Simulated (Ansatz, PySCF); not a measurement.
System: CH4B (charge 0, doublet). It need not be the lowest isomer of its formula. SMILES: B[CH2]
Coordinates optimised at B3LYP-D3(BJ)/def2-TZVP (Ansatz, a quantum-chemistry and plane-wave program):
```
B
H 1 1.1929
H 1 1.1929 2 119.39
C 1 1.5225 2 120.31 3 180.00
H 4 1.0861 1 123.13 2 167.05
H 4 1.0861 5 113.75 1 180.00
```
Charge 0, spin multiplicity 2.

Wanted: atomisation energy (electronic, to ground-state atoms), in kJ/mol. Correlated levels leave the core frozen unless marked. Open shells are spin-unrestricted. Spin-orbit coupling is left out. Non-relativistic. The coupled-cluster limit lacks core correlation, which all-electron functionals hold. CBS(X,Y): correlation extrapolated as X^-3; Hartree-Fock from the larger set.

```json
[
 {"level": "BLYP-D4/def2-TZVPD", "program": "Ansatz + dftd4", "atomisation energy (kJ/mol)": "…"},
 {"level": "BP86/def2-TZVPD", "program": "PySCF", "atomisation energy (kJ/mol)": "2097.1"},
 {"level": "PBE0-D3(BJ)/def2-TZVP", "program": "Ansatz + dftd3", "atomisation energy (kJ/mol)": "2059.9"},
 {"level": "r2SCANh/def2-TZVPD", "program": "Ansatz", "atomisation energy (kJ/mol)": "2061.6"},
 {"level": "PW6B95/def2-TZVPD", "program": "PySCF", "atomisation energy (kJ/mol)": "…"},
 {"level": "B2GP-PLYP-D4/def2-TZVPD", "program": "Ansatz + dftd4", "atomisation energy (kJ/mol)": "2028.8"},
 {"level": "SCS-MP2/aug-cc-pVDZ", "program": "Ansatz", "atomisation energy (kJ/mol)": "1922.8"},
 {"level": "CCSD(T)/CBS(def2-TZVPPD,def2-QZVPPD)", "program": "Ansatz", "atomisation energy (kJ/mol)": "…"}
]
```

Complete the blanks.


- BLYP-D4/def2-TZVPD, atomisation energy (kJ/mol): 2046.5
- PW6B95/def2-TZVPD, atomisation energy (kJ/mol): 2049.5
- CCSD(T)/CBS(def2-TZVPPD,def2-QZVPPD), atomisation energy (kJ/mol): 2031.3
